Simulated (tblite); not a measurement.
Species: C4H12B2N2S.
Numbering: `[CH3:1][S:2][BH:3][B:4]([NH2:5])[NH:6][CH:7]1[CH2:8][CH2:9]1` (hydrogens: H10, H11, H12 on C1; H13 on B3; H14, H15 on N5; H16 on N6; H17 on C7; H18, H19 on C8; H20, H21 on C9)

Cartesian coordinates in Å at the GFN2-xTB level; atoms count from 1:
```
atom  x, y, z in Å
C1     2.507    0.596   -1.203
S2     3.401    0.284    0.367
B3     2.203   -0.427    1.443
B4     0.623   -0.729    0.984
N5     0.217   -1.994    0.514
N6    -0.354    0.299    1.007
C7    -1.731    0.164    0.662
C8    -2.136    0.094   -0.788
C9    -2.451    1.313    0.027
H10    1.650   -0.065   -1.269
H11    3.198    0.414   -2.020
H12    2.188    1.634   -1.218
H13    2.662   -0.665    2.499
H14   -0.727   -2.199    0.237
H15    0.817   -2.798    0.487
H16   -0.110    1.223    1.328
H17   -2.307   -0.451    1.353
H18   -1.354    0.175   -1.527
H19   -2.945   -0.560   -1.073
H20   -1.884    2.211   -0.173
H21   -3.477    1.500    0.305
```

Computed values, GFN2-xTB/tblite, gas phase, harmonic and unscaled. Errors from tens to a few hundred cm⁻¹ against measured bands are possible. Modes of hydrogen on boron can be 10 to 20 % off. One conformer, not necessarily the lowest. The optimisation stopped once no atom felt more than 0.01 eV/Å.

Lowest wavenumbers of the output (negative numbers stand for imaginary wavenumbers):
```
mode    cm-1
  1     -31.9
  2      11.3
  3      19.7
  4      52.9
  5      77.7
  6     134.2
  7     164.4
  8     265.7
  9     290.4
 10     329.5
```

Task: Is this structure a minimum?

Result: Not by this Hessian. 1 mode is imaginary beyond 20i (32i cm⁻¹), so at this level the point lies at or near a first-order saddle. The curvature is small, so loose convergence or finite differences may be the whole cause.

Task: Which atoms move in the imaginary mode?

Result: 32i: H12 (methyl hydrogen) 31 %, H10 (methyl hydrogen) 27 %, H11 (methyl hydrogen) 17 %. These are shares of the mass-weighted motion.

Task: What is the remedy?

Result: Step along that mode in both directions, optimise again with tighter thresholds and repeat the frequencies. The zero-point energy of this point (105.3 kcal/mol) counts the 56 real modes alone, and thermal corrections from it aren't those of a minimum.
